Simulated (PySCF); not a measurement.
Geometry:
| atom | x (Å) | y (Å) | z (Å) |
| --- | --- | --- | --- |
| C1 | 3.177 | -0.095 | -0.603 |
| C2 | 1.907 | -0.607 | 0.030 |
| O3 | 1.011 | 0.456 | 0.179 |
| C4 | -0.237 | 0.069 | 0.707 |
| C5 | -1.033 | 1.298 | 1.050 |
| C6 | -2.265 | 1.456 | 0.548 |
| C7 | -2.846 | 0.408 | -0.363 |
| Si8 | -1.410 | -0.823 | -0.543 |
| H9 | 3.623 | 0.695 | 0.018 |
| H10 | 2.968 | 0.330 | -1.596 |
| H11 | 3.910 | -0.907 | -0.717 |
| H12 | 1.457 | -1.406 | -0.600 |
| H13 | 2.119 | -1.072 | 1.016 |
| H14 | -0.077 | -0.537 | 1.626 |
| H15 | -0.573 | 2.046 | 1.705 |
| H16 | -2.859 | 2.344 | 0.798 |
| H17 | -3.181 | 0.846 | -1.319 |
| H18 | -3.737 | -0.065 | 0.084 |
| H19 | -1.788 | -2.216 | -0.150 |
| H20 | -0.823 | -0.850 | -1.917 |

Geometry: PBE0-D3(BJ)/def2-SVP; GIAO absolute shieldings from PySCF 2.14, gas phase, non-relativistic, averaged over equivalent atoms.

At PBE0/pcSseg-1 (203 basis functions, 85 s wall time on 1 thread of an Intel Xeon, shared host):
```tsv
atoms	σ (ppm)
C5	39.5
C6	43.6
C4	107.3
C2	115.7
C1	166.9
C7	170.5
O3	275.1
Si8	380.9
H15	24.97
H16	25.19
H19	26.90
H20	27.06
H14	27.14
H13	28.03
H12	28.13
H17	29.49
H18	29.68
H9/H10/H11	30.03
```

**Question.** Estimate the result of repeating the calculation with wB97X-D/pcSseg-1.

**Answer.** 
| atoms | σ at wB97X-D/pcSseg-1 | change |
| --- | --- | --- |
| C5 | 39.2 | -0.3 |
| C6 | 43.3 | -0.3 |
| C4 | 109.2 | +1.9 |
| C2 | 116.3 | +0.6 |
| C1 | 166.8 | -0.1 |
| C7 | 171.9 | +1.4 |
| O3 | 281.8 | +6.7 |
| Si8 | 379.1 | -1.8 |
| H15 | 25.13 | +0.16 |
| H16 | 25.34 | +0.15 |
| H19 | 27.04 | +0.14 |
| H20 | 27.17 | +0.11 |
| H14 | 27.38 | +0.24 |
| H13 | 28.19 | +0.16 |
| H12 | 28.28 | +0.15 |
| H17 | 29.71 | +0.22 |
| H18 | 29.91 | +0.23 |
| H9/H10/H11 | 30.14 | +0.11 |

The largest change is at O3 (ether oxygen). Cost: 203 basis functions, 110 s wall time on 1 thread of an Intel Xeon, shared host. The order of the carbon signals is the same at both levels.
